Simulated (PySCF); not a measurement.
## Computed properties of C3H5BO3, SMILES OB(O)C1=COC1

C₃H₅BO₃, SMILES OB(O)C1=COC1. Geometry: PBE0-D3(BJ)/def2-SVP. The structure was generated by enumeration, and PubChem lists no compound with its InChIKey, so it may never have been made. One conformer was computed; it need not be the lowest. All values are computed for the isolated molecule unless a solvent is named; none is compared with measurement here.

**Structure.** All 30 harmonic modes at PBE0-D3(BJ)/def2-SVP (PySCF) are real, so it is a minimum. With heavy atoms numbered as in [OH:1][B:2]([OH:3])[C:4]1=[CH:5][O:6][CH2:7]1, the shortest bond between them is C4–C5 at 1.355 Å and the longest B2–C4 at 1.551 Å.

**Vibrations.** The strongest infrared lines (harmonic, unscaled, degenerate partners summed) lie at 1475 cm⁻¹ (251 km/mol, B 72 %, O 19 %), 1693 cm⁻¹ (219 km/mol, C 88 %), 994 cm⁻¹ (208 km/mol, H 71 %, O 17 %, C 11 %). The softest mode is at 28 cm⁻¹ and the zero-point energy is 55.8 kcal/mol.

**Electronic structure.** PBE0/def2-TZVP (PySCF) places the frontier levels at -7.02 and -0.62 eV, a gap of 6.40 eV, and gives a dipole moment of 2.20 D and a mean polarisability of 56.7 bohr³. PBE/def2-TZVP (PySCF) at the same geometry gives -5.79 and -1.50 eV, so its gap is 2.11 eV narrower. An orbital gap is neither the optical nor the fundamental gap.

**Excitations.** TDA-CAM-B3LYP/def2-SVPD (PySCF) has S1 at 6.15 eV (201 nm, f = 0.009, weak); the most intense of the 10 singlets computed lies at 6.23 eV (f = 0.35). T1 (TDA) is at 3.59 eV, 2.56 eV under S1. TDA-PBE/def2-SVPD (PySCF) puts S1 at 5.15 eV. No vertical singlet excitation falls in the visible range (under 3.1 eV).

**NMR.** GIAO shifts at B3LYP/pcSseg-1 (PySCF) (non-relativistic, atoms alike by connectivity averaged): ¹³C from 86.1 to 175.9 ppm against TMS; ¹H from 3.4 to 7.3 ppm against TMS; ¹¹B at 12.6 ppm against BF3.
